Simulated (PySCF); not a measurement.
Level of theory: PBE-D3(BJ)/def2-TZVP // PBE-D3(BJ)/def2-SVP (PySCF). Gas-phase values, no solvent. One relaxed conformer stands for a flexible species; it need not be the lowest. 

Reference species: [Cd(NH2)2] (neutral, multiplicity 1).

```yaml
coordination_number: 2
LUMO: -1.50 eV
HOMO–LUMO gap: 3.91 eV
mean_distance_from_the_central_atom_to_its_bonded_neighbours: 2.022 Å
```

Changed species: [Cd(NH2)(Cl)] (Y = Cl; the reference has Y = NH2).

### Question
What does the change do to the coordination number, LUMO, HOMO–LUMO gap and mean distance from the central atom to its bonded neighbours?

### Answer
the coordination number hardly moves; the LUMO decreases by 0.85 eV, to -2.35 eV; the HOMO–LUMO gap falls by 0.05 eV, to 3.86 eV; the mean distance from the central atom to its bonded neighbours increases by 0.142 Å, to 2.164 Å.
